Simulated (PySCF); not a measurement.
Job for PySCF: U-M06-2X/def2-TZVPP on F (SMILES [F]).

```python
from pyscf import gto, dft

mol = gto.M(
    atom='''
    F     0.00000000    0.00000000    0.00000000
    ''',
    basis='def2-tzvpp',
    charge=0, spin=1, verbose=4, max_memory=1800)
mf = dft.UKS(mol, xc='m062x').density_fit(auxbasis='def2-universal-jkfit')
mf.grids.level = 4
mf.conv_tol = 1e-9
mf.max_cycle = 150
mf.kernel()
mf.dip_moment()
```

Program output:

```
PySCF version 2.14.0

[INPUT] verbose = 4
[INPUT] num. atoms = 1
[INPUT] num. electrons = 9
[INPUT] charge = 0
[INPUT] spin (= nelec alpha-beta = 2S) = 1
[INPUT] symmetry False subgroup None
[INPUT] Mole.unit = angstrom
[INPUT] Symbol           X                Y                Z      unit          X                Y                Z       unit  Magmom
[INPUT]  1 F      0.000000000000   0.000000000000   0.000000000000 AA    0.000000000000   0.000000000000   0.000000000000 Bohr   0.0

nuclear repulsion = 0
number of shells = 11
number of NR pGTOs = 46
number of NR cGTOs = 31
basis = def2-tzvpp
ecp = {}


******** <class 'pyscf.df.df_jk.DFUKS'> ********
method = DFUKS
initial guess = minao
damping factor = 0
level_shift factor = 0
DIIS = <class 'pyscf.scf.diis.CDIIS'>
diis_start_cycle = 1
diis_space = 8
diis_damp = 0
SCF conv_tol = 1e-09
SCF conv_tol_grad = None
SCF max_cycles = 150
direct_scf = False
number electrons alpha = 5  beta = 4
XC library pyscf.dft.libxc version 7.1.2
    S. Lehtola, C. Steigemann, M. J. T. Oliveira, and M. A. L. Marques,  SoftwareX 7, 1–5 (2018)
XC functionals = m062x
    Y. Zhao and D. G. Truhlar,  Theor. Chem. Acc. 120, 215 (2008)
    Y. Zhao and D. G. Truhlar,  Theor. Chem. Acc. 120, 215 (2008)
radial grids:
    Treutler-Ahlrichs [JCP 102, 346 (1995); DOI:10.1063/1.469408] (M4) radial grids

becke partition: Becke, JCP 88, 2547 (1988); DOI:10.1063/1.454033
pruning grids: <function nwchem_prune>
grids dens level: 4
symmetrized grids: False
atomic radii adjust function: <function treutler_atomic_radii_adjust>
small_rho_cutoff = 0
Set gradient conv threshold to 3.16228e-05
tot grids = 28840
******** <class 'pyscf.df.df.DF'> ********
auxbasis = def2-universal-jkfit
init E= -99.5587280112374
  alpha nocc = 5  HOMO = -0.522201281327372  LUMO = 0.504872987658663

WARN: beta  nocc = 4  HOMO -0.522201281327436 >= LUMO -0.522201281327287


WARN: HOMO -0.522201281327372 >= LUMO -0.522201281327287

cycle= 1 E= -99.7286095695547  delta_E= -0.17  |g|= 0.132  |ddm|= 0.474
  alpha nocc = 5  HOMO = -0.604707686363435  LUMO = 0.489465696143178
  beta  nocc = 4  HOMO = -0.571154199124462  LUMO = -0.200956059379251
  HOMO = -0.571154199124  LUMO = -0.200956059379  gap/eV = 10.07360
cycle= 2 E= -99.7327070664664  delta_E= -0.0041  |g|= 0.0622  |ddm|= 0.0678
  alpha nocc = 5  HOMO = -0.573788608942801  LUMO = 0.502660739089038
  beta  nocc = 4  HOMO = -0.538223863488139  LUMO = -0.165504721774241
  HOMO = -0.538223863488  LUMO = -0.165504721774  gap/eV = 10.14220
cycle= 3 E= -99.7336091701348  delta_E= -0.000902  |g|= 0.0196  |ddm|= 0.0306
  alpha nocc = 5  HOMO = -0.581753342643232  LUMO = 0.502693878475085
  beta  nocc = 4  HOMO = -0.543948039714511  LUMO = -0.168959042302674
  HOMO = -0.543948039715  LUMO = -0.168959042303  gap/eV = 10.20397
cycle= 4 E= -99.7337304108953  delta_E= -0.000121  |g|= 0.00236  |ddm|= 0.00915
  alpha nocc = 5  HOMO = -0.581790805872504  LUMO = 0.503534277300062
  beta  nocc = 4  HOMO = -0.54283435792722  LUMO = -0.168029461400508
  HOMO = -0.542834357927  LUMO = -0.168029461401  gap/eV = 10.19896
cycle= 5 E= -99.7337347256031  delta_E= -4.31e-06  |g|= 0.000374  |ddm|= 0.0025
  alpha nocc = 5  HOMO = -0.581940352102929  LUMO = 0.503574633747803
  beta  nocc = 4  HOMO = -0.542737179349388  LUMO = -0.168059170567439
  HOMO = -0.542737179349  LUMO = -0.168059170567  gap/eV = 10.19551
cycle= 6 E= -99.7337349450191  delta_E= -2.19e-07  |g|= 0.000167  |ddm|= 0.000501
  alpha nocc = 5  HOMO = -0.581947528119239  LUMO = 0.503580109757571
  beta  nocc = 4  HOMO = -0.542723610921457  LUMO = -0.168053216558462
  HOMO = -0.542723610921  LUMO = -0.168053216558  gap/eV = 10.19530
cycle= 7 E= -99.7337350858159  delta_E= -1.41e-07  |g|= 0.000164  |ddm|= 0.000359
  alpha nocc = 5  HOMO = -0.581949743076869  LUMO = 0.503578521716967
  beta  nocc = 4  HOMO = -0.542724898267936  LUMO = -0.168053422469349
  HOMO = -0.542724898268  LUMO = -0.168053422469  gap/eV = 10.19533
cycle= 8 E= -99.7337352861229  delta_E= -2e-07  |g|= 0.000162  |ddm|= 0.000515
  alpha nocc = 5  HOMO = -0.581870813032096  LUMO = 0.503585672443158
  beta  nocc = 4  HOMO = -0.542716565713898  LUMO = -0.167676474492346
  HOMO = -0.542716565714  LUMO = -0.167676474492  gap/eV = 10.20536
cycle= 9 E= -99.733741918275  delta_E= -6.63e-06  |g|= 0.000234  |ddm|= 0.0216
  alpha nocc = 5  HOMO = -0.581876597410256  LUMO = 0.503585915258967
  beta  nocc = 4  HOMO = -0.542714264480073  LUMO = -0.167708569013172
  HOMO = -0.54271426448  LUMO = -0.167708569013  gap/eV = 10.20442
cycle= 10 E= -99.7337420558915  delta_E= -1.38e-07  |g|= 0.000213  |ddm|= 0.000629
  alpha nocc = 5  HOMO = -0.58186061645618  LUMO = 0.503584200387664
  beta  nocc = 4  HOMO = -0.542713100679947  LUMO = -0.167628954808201
  HOMO = -0.54271310068  LUMO = -0.167628954808  gap/eV = 10.20656
cycle= 11 E= -99.7337441964864  delta_E= -2.14e-06  |g|= 0.000247  |ddm|= 0.0159
  alpha nocc = 5  HOMO = -0.581960738877598  LUMO = 0.503581869300142
  beta  nocc = 4  HOMO = -0.54244830272002  LUMO = -0.168511893171257
  HOMO = -0.54244830272  LUMO = -0.168511893171  gap/eV = 10.17533
cycle= 12 E= -99.733743699217  delta_E= 4.97e-07  |g|= 0.000357  |ddm|= 0.00594
  alpha nocc = 5  HOMO = -0.581958164700477  LUMO = 0.503582492530718
  beta  nocc = 4  HOMO = -0.542609162259057  LUMO = -0.168348725360126
  HOMO = -0.542609162259  LUMO = -0.16834872536  gap/eV = 10.18415
cycle= 13 E= -99.7337440724871  delta_E= -3.73e-07  |g|= 0.000253  |ddm|= 0.00353
  alpha nocc = 5  HOMO = -0.581957645649039  LUMO = 0.503583588354061
  beta  nocc = 4  HOMO = -0.542692479145095  LUMO = -0.168228032590804
  HOMO = -0.542692479145  LUMO = -0.168228032591  gap/eV = 10.18970
cycle= 14 E= -99.7337441311487  delta_E= -5.87e-08  |g|= 0.000177  |ddm|= 0.000782
  alpha nocc = 5  HOMO = -0.581957741971824  LUMO = 0.503584172495181
  beta  nocc = 4  HOMO = -0.542705115769628  LUMO = -0.168172919705619
  HOMO = -0.54270511577  LUMO = -0.168172919706  gap/eV = 10.19154
cycle= 15 E= -99.7337441396284  delta_E= -8.48e-09  |g|= 0.000142  |ddm|= 0.00058
  alpha nocc = 5  HOMO = -0.581951134416539  LUMO = 0.503585330030617
  beta  nocc = 4  HOMO = -0.542665739703771  LUMO = -0.168257519447351
  HOMO = -0.542665739704  LUMO = -0.168257519447  gap/eV = 10.18817
cycle= 16 E= -99.7337436489075  delta_E= 4.91e-07  |g|= 0.000197  |ddm|= 0.00556
  alpha nocc = 5  HOMO = -0.581931450005448  LUMO = 0.503583372534848
  beta  nocc = 4  HOMO = -0.542743631665723  LUMO = -0.167927802382628
  HOMO = -0.542743631666  LUMO = -0.167927802383  gap/eV = 10.19926
cycle= 17 E= -99.7337435295727  delta_E= 1.19e-07  |g|= 3.73e-05  |ddm|= 0.00508
  alpha nocc = 5  HOMO = -0.581935177089691  LUMO = 0.503583578842033
  beta  nocc = 4  HOMO = -0.5427328546892  LUMO = -0.167953136721195
  HOMO = -0.542732854689  LUMO = -0.167953136721  gap/eV = 10.19828
cycle= 18 E= -99.7337435283373  delta_E= 1.24e-09  |g|= 2.2e-05  |ddm|= 0.00037
  alpha nocc = 5  HOMO = -0.581939224190013  LUMO = 0.503583300190911
  beta  nocc = 4  HOMO = -0.54272326506662  LUMO = -0.167977194964791
  HOMO = -0.542723265067  LUMO = -0.167977194965  gap/eV = 10.19736
cycle= 19 E= -99.7337435121452  delta_E= 1.62e-08  |g|= 6.3e-06  |ddm|= 0.00177
  alpha nocc = 5  HOMO = -0.581939352601625  LUMO = 0.503583301327708
  beta  nocc = 4  HOMO = -0.542705595935374  LUMO = -0.167993421953568
  HOMO = -0.542705595935  LUMO = -0.167993421954  gap/eV = 10.19644
cycle= 20 E= -99.7337435123647  delta_E= -2.19e-10  |g|= 5.53e-06  |ddm|= 6.4e-05
  alpha nocc = 5  HOMO = -0.581940569988039  LUMO = 0.503582926575184
  beta  nocc = 4  HOMO = -0.542714667362504  LUMO = -0.167987322664416
  HOMO = -0.542714667363  LUMO = -0.167987322664  gap/eV = 10.19685
Extra cycle  E= -99.7337435123775  delta_E= -1.28e-11  |g|= 2.48e-06  |ddm|= 3.27e-06
converged SCF energy = -99.7337435123775  <S^2> = 0.751687  2S+1 = 2.0016863
Dipole moment(X, Y, Z, Debye):  0.00000, -0.00000,  0.00000
```

Self-consistency was reached.

Cost: roughly 2.9 core-seconds.
